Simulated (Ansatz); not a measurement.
Ansatz results at the PBE0-D4/def2-TZVP geometry: LUMO energy (PBE/def2-TZVPP) -0.78 eV; size of the dipole moment (PBE/def2-TZVPP) 2.22 D; HOMO–LUMO gap (PBE0/def2-TZVPP) 8.56 eV.

Each molecule was computed in one conformer, which needn't be the lowest.

(1) Which molecule gave them?
A. `C=C[SiH2][SiH](O)O`
B. `C[SiH2]C[SiH2]Cl`
C. `C[SiH](C)[SiH2]Cl`
D. `CC[SiH]([SiH3])Cl`

## Answers

(1) B. The others give `C[SiH](C)[SiH2]Cl`: -1.20, 1.71, 7.34; `CC[SiH]([SiH3])Cl`: -1.06, 1.77, 7.69; `C=C[SiH2][SiH](O)O`: -1.46, 0.92, 7.25.
